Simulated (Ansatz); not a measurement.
`[F][Sn]([F])([Cl])[Cl]` + H–F → `[F][Sn]([F])([F])[Cl]` + HCl at 400 K and 1 bar (ligand exchange at the Sn–Cl bond).

Calculated with Ansatz (gas phase, PBE0-D4/def2-TZVP geometries, no zero-point term in ΔE). CCSD(T)/CBS is the MP2 limit (def2-TZVPP, def2-QZVPP) plus CCSD(T) − MP2 in def2-TZVPP, frozen cores. This one scheme is used for every species. Elements past krypton have def2 core potentials. For Sn outer-core shells are correlated without core-valence functions, which leaves a few kJ/mol of doubt a bond.

```tsv
species	CCSD(T)/CBS energy (Eh)	H − E (kJ/mol)	S (J/(mol·K))
`[F][Sn]([F])([Cl])[Cl]`	-1333.31864	47.6	389.4
H–F	-100.39570	36.5	182.2
`[F][Sn]([F])([F])[Cl]`	-973.31691	48.7	374.3
HCl	-460.38127	29.6	195.4
```

H − E and S are ideal-gas, rigid-rotor, harmonic terms from PBE0-D4/def2-TZVP. 1 Eh = 2625.50 kJ/mol, R = 8.31446 J/(mol·K).

**Question.** By hand: ΔE, ΔH, ΔS and ΔG.

**Answer.** ΔE = (-973.31691) + (-460.38127) − (-1333.31864) − (-100.39570) = 0.01616 Eh = 42.4 kJ/mol. Δ(H − E) = 48.7 + 29.6 − 47.6 − 36.5 = -5.8, so ΔH = 36.6 kJ/mol. ΔS = 374.3 + 195.4 − 389.4 − 182.2 = -1.9 J/(mol·K). ΔG = 36.6 − 400 × (-1.9)/1000 = 37.4 kJ/mol.

**Question.** By hand: the equilibrium constant, and the temperature at which ΔG would vanish if ΔH and ΔS stayed fixed.

**Answer.** log₁₀ K = −ΔG/(RT ln 10) = -4.9. ΔH and −TΔS have one sign here, so there is no such temperature.

The number of gas molecules stays the same, so ΔS is small and ΔH decides. A doubt of 5 kJ/mol in ΔE shifts log₁₀ K by 0.7 here. These are equilibria of isolated gas molecules and say nothing of rates. Largest T1 diagnostic: 0.014 (customary marks: 0.02 for closed shells, 0.045 for open ones).

ΔS is within the doubt of such terms, so its sign, and with it that verdict, could turn.
